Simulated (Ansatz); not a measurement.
Ansatz (a program for electronic structure) input (CCSD(T)/aug-cc-pVDZ):

Ansatz 0.2 input:
```yaml
crystal:
  periodic: [false, false, false]
  atoms:
    - {symbol: B, position_ang: [0.65678771, 0.52264725, 0.14110167]}
    - {symbol: F, position_ang: [1.16914149, 1.25053842, -0.82098580]}
    - {symbol: C, position_ang: [-0.55529726, -0.43707369, -0.13540889]}
    - {symbol: F, position_ang: [-0.97676597, -1.13610807, 0.99175585]}
    - {symbol: H, position_ang: [-0.27938564, -1.16432713, -0.91029487]}
    - {symbol: H, position_ang: [-1.40414894, 0.14365984, -0.51969064]}
basis:
  gaussian:
    orbitals: aug-cc-pVDZ
magnetization: {spin_polarized: true, initial_magnetization: 1}
correlation: {method: ccsd_t, electrons: outside_noble_gas}
output: {forces: true}
```

Output:

```
Functional definition: HF
integrals: 0.27 GiB planned
1054 factors; integrals over basis functions are off by at most 6.1e-4 eV
mean field: 0.33 GiB planned
mean field evaluation 1: about -7143.3566 eV, gradient 2.1e1 eV
mean field evaluation 2: about -7143.3578 eV, gradient 2.1e1 eV
mean field evaluation 4: about -7145.7401 eV, gradient 3.0e0 eV
mean field evaluation 8: about -7145.8701 eV, gradient 1.9e-1 eV
mean field evaluation 16: about -7145.8465 eV, gradient 9.9e-1 eV
mean field evaluation 32: about -7142.9771 eV, gradient 7.7e-3 eV
mean field -7145.87085464 eV, -262.6059102628 hartree, gradient 2.3e-6 eV, S^2 0.753271; 1 other end points of the search recorded, 0 dependent functions left out
determinant -7145.87085464 eV, -262.6059102628 hartree, with singles and doubles -7162.95384708 eV, -263.2336986556 hartree
determinant -7142.97714924 eV, -262.4995685506 hartree, with singles and doubles -7160.24906516 eV, -263.1342997536 hartree
4 core orbitals not correlated
reference -7145.87085464 eV, -262.6059102628 hartree; 12, 11 occupied and 94, 95 virtual orbitals, 1054 factors
densities: 1.87 GiB planned
second order -16.47807253 eV of doubles, -0.00000000 eV of singles
coupled cluster: 1.20 GiB planned
cycle   1  -17.05137182 eV  change   -6.1e-1 eV  update   3.9e-2
cycle   2  -17.11047583 eV  change   -5.9e-2 eV  update   9.5e-3
cycle   3  -17.11351206 eV  change   -3.0e-3 eV  update   5.8e-3
cycle   4  -17.11603924 eV  change   -2.5e-3 eV  update   1.6e-3
cycle   5  -17.11614493 eV  change   -1.1e-4 eV  update   7.8e-4
cycle   6  -17.11635721 eV  change   -2.1e-4 eV  update   3.4e-4
cycle   7  -17.11648392 eV  change   -1.3e-4 eV  update   1.4e-4
cycle   8  -17.11650944 eV  change   -2.6e-5 eV  update   5.2e-5
cycle   9  -17.11652319 eV  change   -1.4e-5 eV  update   2.2e-5
cycle  10  -17.11652280 eV  change    3.9e-7 eV  update   9.0e-6
cycle  11  -17.11652179 eV  change    1.0e-6 eV  update   3.9e-6
cycle  12  -17.11652220 eV  change   -4.1e-7 eV  update   1.7e-6
cycle  13  -17.11652239 eV  change   -1.9e-7 eV  update   6.2e-7
perturbative correction -0.46378730 eV, -0.0170438690 hartree
the calculation of the forces begins
Total energy: -7163.45116434 eV, -263.2519747278 hartree
Atom 0 at     0.656788     0.522647     0.141102 Å, force    -0.131229    -0.484406     1.244213 eV/Å
Atom 1 at     1.169141     1.250538    -0.820986 Å, force     0.561028     0.814418    -1.111673 eV/Å
Atom 2 at    -0.555297    -0.437074    -0.135409 Å, force    -0.038648     0.040660    -0.247444 eV/Å
Atom 3 at    -0.976766    -1.136108     0.991756 Å, force    -0.189411    -0.330223     0.560374 eV/Å
Atom 4 at    -0.279386    -1.164327    -0.910295 Å, force     0.112269    -0.268084    -0.296753 eV/Å
Atom 5 at    -1.404149     0.143660    -0.519691 Å, force    -0.314009     0.227635    -0.148716 eV/Å
Dipole moment:    -0.043960     0.060478    -0.329102 e Å
```

It need not be the lowest isomer of its formula.
